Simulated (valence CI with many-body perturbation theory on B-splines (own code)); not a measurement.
# Tm XXIX: E2, M1 decay

Calculated by configuration interaction combined with many-body perturbation theory (CI+MBPT): five valence electrons over a frozen Dirac-Fock core [Kr], radial functions for each j: 7 s, 7 p, 8 d, 6 f, 4 g, 1 h, with the one-electron correlation potential Σ1 (screened to all orders), the two-electron term Σ2, the three-electron term Σ3, Breit, model QED; selected single and double excitations, second order for the rest, scaled by the run's own slope (own B-spline code, finite nucleus).

The last digits are not significant, and no measured levels were compared; by estimate large intervals hold to a few tenths of a per cent, small ones and those within an open d or f shell to about a per cent. The list stops below the first excitations out of the core.

Lines 51 to 100 of 120 in falling wavelength, among levels below 880480 cm⁻¹, chosen from the decays that carry over 1 % of a level's rate. Wavelengths and rates use the calculated energies. Electric multipoles are in the length gauge, E1 and E2 with the static RPA response of the core. S is in atomic units (e²a₀⁴ for E2 and M2, e²a₀⁶ for E3), for M1 in squared Bohr magnetons. Weak lines are less certain than strong ones. Lines between different terms over intervals too small for the method are left out, as are lines whose strength nearly cancels. Where a level lies close to another of its J and parity, the split of strength between their lines is uncertain.

Levels are named by their leading jj configuration (3d3/2^4 stands for four electrons in 3d with j = 3/2), which in mixed levels can hold well under half, so a name can repeat and another be missing. Letters in brackets count levels of one name in rising energy.

```
λ vac (Å)                        Upper                        Lower  Type   A (s⁻¹)  S (a.u.)
     1068    (4d3/2 4d5/2^4) J=5/2 [a]  (4d3/2^2 4d5/2^3) J=7/2 [a]    M1  9.50e+03  2.57e+00
     1068  (4d3/2^2 4d5/2^3) J=5/2 [c]  (4d3/2^3 4d5/2^2) J=7/2 [b]    M1  5.67e+03  1.53e+00
     1056     (4d3/2^2 4d5/2^3) J=13/2     (4d3/2^3 4d5/2^2) J=11/2    M1  2.09e+03  1.28e+00
     1033  (4d3/2^3 4d5/2^2) J=7/2 [a]        (4d3/2^4 4d5/2) J=5/2    M1  5.49e+03  1.80e+00
     1031  (4d3/2^2 4d5/2^3) J=5/2 [a]  (4d3/2^3 4d5/2^2) J=5/2 [a]    M1  2.50e+04  6.09e+00
     1010  (4d3/2^2 4d5/2^3) J=3/2 [a]  (4d3/2^3 4d5/2^2) J=3/2 [a]    M1  1.43e+04  2.19e+00
     1006    (4d3/2 4d5/2^4) J=3/2 [a]  (4d3/2^2 4d5/2^3) J=5/2 [b]    M1  4.03e+03  6.08e-01
     1000  (4d3/2^3 4d5/2^2) J=3/2 [a]        (4d3/2^4 4d5/2) J=5/2    M1  1.71e+04  2.53e+00
    971.9  (4d3/2^3 4d5/2^2) J=3/2 [b]  (4d3/2^3 4d5/2^2) J=5/2 [a]    M1  7.90e+02  1.08e-01
    969.8  (4d3/2^2 4d5/2^3) J=5/2 [b]  (4d3/2^3 4d5/2^2) J=3/2 [a]    M1  2.32e+03  4.70e-01
    965.6    (4d3/2 4d5/2^4) J=3/2 [a]  (4d3/2^2 4d5/2^3) J=3/2 [a]    M1  1.19e+04  1.59e+00
    961.1       (4d3/2 4d5/2^4) J=11/2     (4d3/2^2 4d5/2^3) J=13/2    M1  4.32e+03  1.71e+00
    950.5  (4d3/2^2 4d5/2^3) J=5/2 [d]  (4d3/2^2 4d5/2^3) J=5/2 [b]    M1  4.25e+03  8.11e-01
    941.5  (4d3/2^2 4d5/2^3) J=7/2 [b]  (4d3/2^3 4d5/2^2) J=5/2 [b]    M1  2.77e+02  6.85e-02
    940.4  (4d3/2^2 4d5/2^3) J=5/2 [b]  (4d3/2^3 4d5/2^2) J=7/2 [a]    M1  4.68e+03  8.66e-01
    936.6  (4d3/2^2 4d5/2^3) J=9/2 [b]      (4d3/2^3 4d5/2^2) J=9/2    M1  1.30e+04  3.97e+00
    935.5    (4d3/2 4d5/2^4) J=7/2 [a]  (4d3/2^2 4d5/2^3) J=9/2 [a]    M1  1.29e+04  3.14e+00
    908.3    (4d3/2 4d5/2^4) J=3/2 [a]  (4d3/2^2 4d5/2^3) J=1/2 [a]    M1  1.09e+04  1.21e+00
    903.4    (4d3/2 4d5/2^4) J=5/2 [a]  (4d3/2^2 4d5/2^3) J=5/2 [a]    M1  3.45e+04  5.66e+00
    903.4  (4d3/2^2 4d5/2^3) J=3/2 [b]      (4d3/2^3 4d5/2^2) J=1/2    M1  1.80e+03  1.97e-01
    897.9  (4d3/2^2 4d5/2^3) J=7/2 [b]      (4d3/2^3 4d5/2^2) J=9/2    M1  3.24e+03  6.96e-01
    893.8  (4d3/2^2 4d5/2^3) J=7/2 [c]  (4d3/2^3 4d5/2^2) J=7/2 [b]    M1  5.09e+03  1.08e+00
    885.8      (4d3/2^3 4d5/2^2) J=9/2        (4d3/2^4 4d5/2) J=5/2    E2  1.56e+00  7.58e-03
    876.8  (4d3/2^2 4d5/2^3) J=7/2 [a]  (4d3/2^3 4d5/2^2) J=5/2 [a]    M1  2.87e+03  5.75e-01
    872.3       (4d3/2 4d5/2^4) J=11/2  (4d3/2^2 4d5/2^3) J=9/2 [a]    M1  5.47e+03  1.61e+00
    861.9  (4d3/2^2 4d5/2^3) J=3/2 [b]  (4d3/2^3 4d5/2^2) J=5/2 [b]    M1  2.49e+03  2.37e-01
    860.0  (4d3/2^2 4d5/2^3) J=9/2 [b]     (4d3/2^3 4d5/2^2) J=11/2    M1  4.48e+03  1.06e+00
    857.7    (4d3/2 4d5/2^4) J=7/2 [a]  (4d3/2^2 4d5/2^3) J=7/2 [a]    M1  1.14e+04  2.13e+00
    847.1  (4d3/2^3 4d5/2^2) J=5/2 [b]        (4d3/2^4 4d5/2) J=5/2    M1  6.39e+01  8.64e-03
    835.9       (4d3/2 4d5/2^4) J=11/2     (4d3/2^2 4d5/2^3) J=11/2    M1  1.93e+04  5.01e+00
    823.0  (4d3/2^2 4d5/2^3) J=1/2 [b]      (4d3/2^3 4d5/2^2) J=1/2    M1  6.54e+03  2.70e-01
    813.7  (4d3/2^2 4d5/2^3) J=9/2 [b]  (4d3/2^3 4d5/2^2) J=7/2 [a]    M1  4.12e+03  8.23e-01
    810.6      (4d3/2^3 4d5/2^2) J=1/2        (4d3/2^4 4d5/2) J=5/2    E2  4.72e+00  2.95e-03
    784.4  (4d3/2^2 4d5/2^3) J=7/2 [b]  (4d3/2^3 4d5/2^2) J=7/2 [a]    M1  2.23e+02  3.20e-02
    782.9  (4d3/2^2 4d5/2^3) J=5/2 [c]  (4d3/2^3 4d5/2^2) J=3/2 [a]    M1  3.56e+03  3.80e-01
    782.0  (4d3/2^2 4d5/2^3) J=7/2 [c]  (4d3/2^3 4d5/2^2) J=5/2 [b]    M1  2.63e+03  3.73e-01
    766.2  (4d3/2^2 4d5/2^3) J=5/2 [d]  (4d3/2^2 4d5/2^3) J=7/2 [a]    M1  1.50e+03  1.50e-01
    763.7  (4d3/2^2 4d5/2^3) J=5/2 [c]  (4d3/2^3 4d5/2^2) J=7/2 [a]    M1  9.44e+03  9.36e-01
    756.2  (4d3/2^2 4d5/2^3) J=9/2 [c]  (4d3/2^3 4d5/2^2) J=7/2 [b]    M1  5.34e+03  8.56e-01
    751.7  (4d3/2^2 4d5/2^3) J=7/2 [c]      (4d3/2^3 4d5/2^2) J=9/2    M1  5.74e+03  7.23e-01
    748.3    (4d3/2 4d5/2^4) J=7/2 [a]  (4d3/2^2 4d5/2^3) J=5/2 [a]    M1  1.46e+03  1.81e-01
    746.0  (4d3/2^3 4d5/2^2) J=7/2 [b]        (4d3/2^4 4d5/2) J=5/2    M1  5.57e+02  6.86e-02
    745.8  (4d3/2^2 4d5/2^3) J=3/2 [b]  (4d3/2^3 4d5/2^2) J=3/2 [a]    M1  3.31e+03  2.03e-01
    739.6  (4d3/2^2 4d5/2^3) J=3/2 [a]  (4d3/2^3 4d5/2^2) J=5/2 [a]    M1  1.14e+04  6.81e-01
    735.9    (4d3/2 4d5/2^4) J=3/2 [a]  (4d3/2^3 4d5/2^2) J=3/2 [b]    M1  6.96e+02  4.12e-02
    705.8  (4d3/2^2 4d5/2^3) J=5/2 [d]  (4d3/2^3 4d5/2^2) J=3/2 [b]    M1  4.71e+03  3.69e-01
    705.4    (4d3/2 4d5/2^4) J=3/2 [a]  (4d3/2^2 4d5/2^3) J=5/2 [a]    M1  3.67e+03  1.91e-01
    690.2  (4d3/2^2 4d5/2^3) J=1/2 [b]  (4d3/2^3 4d5/2^2) J=3/2 [a]    M1  1.31e+04  3.19e-01
    677.7  (4d3/2^2 4d5/2^3) J=5/2 [d]  (4d3/2^2 4d5/2^3) J=5/2 [a]    M1  2.76e+03  1.91e-01
    651.9    (4d3/2 4d5/2^4) J=5/2 [a]  (4d3/2^3 4d5/2^2) J=5/2 [b]    M1  4.96e+03  3.06e-01
```
